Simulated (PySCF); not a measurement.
Computed shifts of a molecule CH11NSi4, PySCF with KT2/pcSseg-1, GIAO, gas phase, atoms alike by connectivity averaged where their shifts nearly agree, in ppm (number of nuclei): ²⁹Si: -62.6 (1), -94.4 (1), -108.8 (2). ¹⁵N: 460.5 (1). ¹³C: 196.4 (1). ¹H: 10.53 (1), 5.37 (3), 4.62 (1), 4.00 (6). References: ²⁹Si against TMS (σ = 361.9 ppm); ¹⁵N against NH3 (σ = 266.2 ppm); ¹³C against TMS (σ = 185.1 ppm); ¹H against TMS (σ = 31.47 ppm), references at their B3LYP-D3(BJ)/def2-TZVP geometries, non-relativistic. Coordinates come from a r2SCAN-D4/def2-SVP optimisation. The values are those of a single conformer.

**Question.** Which molecule gave these data?
A. N[Si@H]1C[SiH2][Si@@H]1[SiH3]
B. N[Si@@]1([SiH3])C[SiH2][SiH2]1
C. [SiH3]/N=C\[SiH]([SiH3])[SiH3]
D. C[Si]1(N)[SiH2][SiH2][SiH2]1

**Answer.** C, [SiH3]/N=C\[SiH]([SiH3])[SiH3]
